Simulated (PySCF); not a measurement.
CH₃BeFS, SMILES C[S][Be][F]. Atoms are numbered in the order given.

```xyz
7

Be     0.1073    -1.0972     0.0000
F     -0.3191    -2.4223     0.0000
S      0.7172     0.6977     0.0000
C     -0.9002     1.6007     0.0000
H     -1.4876     1.3754     0.9002
H     -0.6557     2.6714     0.0000
H     -1.4876     1.3754    -0.9002
```

The structure is a stationary point at B3LYP-D3(BJ)/def2-SVP. The values are those of a single conformer.

Calculation: IEF-PCM-ωB97X/def2-SVP in PySCF 2.14.0.

The values are the electrostatic part of the solvation free energy, E(continuum) − E(gas) at the gas-phase geometry, in a cavity of scaled van der Waals radii (PySCF's table); cavitation and dispersion terms are not included. A continuum can't describe solvent molecules that bind to the metal. In vacuum the orbital gap is 11.23 eV. The dipole moment in vacuum is 1.82 D.

```
solvent         ε  ΔG(elec) (kcal/mol)  dipole (D)  gap (eV)
----------  -----  -------------------  ----------  --------
water       78.36                    ?           ?         ?
chloroform   4.71                 -5.7        2.01     11.42
n-hexane     1.88                 -2.8        1.92     11.33
```

### Question
Complete the blanks. (An estimate is asked for; the answer gives what the named calculation found.)

### Answer

- water, ΔG(elec) (kcal/mol): -8.2
- water, dipole (D): 2.07
- water, gap (eV): 11.50
